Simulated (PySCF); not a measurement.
# Frontier orbitals and the lowest excitations

C6H7F.
Cartesian coordinates in Å at the GFN2-xTB level; atoms count from 1:
```xyz
14
C6H7F angstrom
F     -0.2088    2.7076    0.0928
C      0.0692    1.3938    0.1366
C      1.2605    0.8430   -0.0509
C      1.1922   -0.6466    0.1326
C     -0.2840   -0.9194    0.3814
C     -1.2242   -0.5656   -0.7268
C     -1.0009    0.4093    0.4010
H      2.1714    1.3586   -0.2922
H      1.8036   -0.9588    0.9831
H      1.5613   -1.1748   -0.7496
H     -0.5460   -1.7177    1.0590
H     -2.1766   -1.0721   -0.7643
H     -0.8116   -0.3252   -1.6951
H     -1.8069    0.6673    1.0702
```

Computed, not measured: TDDFT PBE0/def2-SVPD, vertical, gas phase, core orbitals frozen in the response in PySCF 2.14.0, density-fitted response routines.

Frontier orbitals with the atoms that hold most of them (Löwdin shares over 4%, at most four atoms; ? is withheld):

```json
{"orbital": "LUMO+2", "ε (eV)": "1.28", "atoms": "C2 25%, F1 18%, C3 9%, C7 7%"}
{"orbital": "LUMO+1", "ε (eV)": "0.93", "atoms": "H11 14%, C5 14%, C4 13%, H9 12%"}
{"orbital": "LUMO", "ε (eV)": "0.51", "atoms": "C2 28%, C3 26%, C6 8%, F1 7%"}
{"orbital": "HOMO", "ε (eV)": "?", "atoms": "?"}
{"orbital": "HOMO-1", "ε (eV)": "-8.41", "atoms": "?"}
{"orbital": "HOMO-2", "ε (eV)": "-9.22", "atoms": "C6 25%, C7 24%, C5 13%, C2 9%"}
{"orbital": "HOMO-3", "ε (eV)": "-9.92", "atoms": "C6 16%, C3 13%, C5 13%, C4 11%"}
```

Which atoms hold the HOMO, and with what shares?

C3 (bonded to 2 C and H) 31%; C2 (bonded to 2 C and F) 23%; C6 (bonded to 2 C and 2 H) 9%; C7 (bonded to 3 C and H) 8%.

Which atoms hold the HOMO-1, and with what shares?

C5 (bonded to 3 C and H) 33%; C7 (bonded to 3 C and H) 19%; C6 (bonded to 2 C and 2 H) 18%; C4 (bonded to 2 C and 2 H) 8%.

What is the HOMO energy, and the HOMO–LUMO gap?

ε(HOMO) = -6.69 eV; the gap is 7.21 eV (0.2648 hartree).

How does S1 compare with the orbital gap of 7.21 eV?

S1 is at 6.45 eV (f = 0.076), 0.76 eV below the gap, made of HOMO→LUMO (59%), HOMO→LUMO+1 (35%). 

Next come S2 at 6.55 eV (f 0.074), HOMO→LUMO+1 (61%), HOMO→LUMO (34%); S3 at 6.73 eV (f 0.013), HOMO→LUMO+2 (94%); S4 at 7.04 eV (f 0.0089), HOMO→LUMO+3 (98%); S5 at 7.29 eV (f 0.0056), HOMO→LUMO+4 (94%).

Löwdin shares depend on the basis, the more so with diffuse functions.
